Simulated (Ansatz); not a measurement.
System: AlO$_{2}$H$_{2}$, charge 0, doublet. AlO2H2 (SMILES [OH][Al][OH], doublet).
B3LYP-D3(BJ)/def2-TZVP minimum from Ansatz (a program for electronic structure):
```xyz
5

Al     0.0795    -0.5089    -0.0126
O      1.0953     0.4653    -0.9725
H      1.0612     1.4216    -1.0460
O     -1.1776     0.0617     0.9855
H     -1.4361     0.9782     1.1053
```
Charge 0, spin multiplicity 2.

Wanted: atomisation energy (electronic, to ground-state atoms), in kcal/mol. Open shells are spin-unrestricted; no spin-orbit coupling. CBS(X,Y): correlation extrapolated as X^-3, Hartree-Fock from the larger set. A bracket is a step between two methods taken in the basis named. The functionals are non-relativistic, so their misses hold any scalar relativity. 'core' is core correlation in cc-pwCVTZ (1s frozen past Ne), 'X2C' scalar relativity in cc-pVTZ-DK, both at CCSD(T). Where a partner has so few electrons that a lower coupled-cluster level is exact, that level stands in. The spin of H2AlO2 ([OH][Al][OH], doublet) was assumed, and the state is the lowest solution found for it.

CCSD(T)/CBS(cc-pV(T+d)Z,cc-pV(Q+d)Z) + [CCSDT(Q) - CCSD(T)]/cc-pV(D+d)Z + core + X2C (Ansatz) gives 429.4 kcal/mol.

What does PBE/def2-TZVPD (Ansatz) give here, and how do the other levels compare?

PBE gives 430.4 kcal/mol, 1.0 kcal/mol above it. Differences of the others: B3LYP/def2-TZVPD (Ansatz) -10.4; PBE0/def2-TZVPD (Ansatz) -13.3; wB97M-V/def2-TZVPD (Ansatz) -6.8; CCSD(T)/CBS(cc-pV(T+d)Z,cc-pV(Q+d)Z) + core + X2C (Ansatz) -0.8 kcal/mol.
